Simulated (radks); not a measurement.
Results of a calculation; reference values are marked as such.
Problem. All-electron atom: Tb23+ in [Kr] 4d6. Level of theory: scalar-relativistic Kohn-Sham, PBE, spin-polarised, spherical densities, finite nucleus; open shells are filled with parallel spins first (spin-orbit coupling, left out, can overturn this in heavy ions); Fermi nuclear charge, rms radius 5.06 fm (a radial shooting solver on a logarithmic mesh with Libxc functionals). Some entries of the table are withheld. Estimate them.

orbital  occ.  eigenvalue (eV)  <1/r> (bohr^-1)  <r> (bohr)
1s up       1        -52545.42            73.09     0.02151
1s down     1        -52545.38            73.09     0.02151
2s up       1        -9293.060            16.97     0.09150
2s down     1        -9289.958            16.97     0.09149
2p up       3        -8335.658            15.80     0.08089
2p down     3        -8333.200            15.81     0.08088
3s up       1        -2593.767            6.264      0.2385
3s down     1        -2592.289            6.265      0.2383
3p up       3        -2298.486            5.884      0.2369
3p down     3        -2296.822            5.885      0.2368
3d up       5        -1916.427            5.583      0.2151
3d down     5        -1913.852            5.582      0.2150
4s up       1        -1007.880            2.819      0.5097
4s down     1        -999.7769            2.818      0.5099
4p up       3        -903.4102              (1)         (2)
4p down     3        -895.4106              (3)         (4)
4d up       5        -761.6901            2.440      0.5414
4d down     1        -753.8067            2.436      0.5425

Solution. 
(1) 4p up <1/r> (bohr^-1): 2.642
(2) 4p up <r> (bohr): 0.5282
(3) 4p down <1/r> (bohr^-1): 2.639
(4) 4p down <r> (bohr): 0.5288
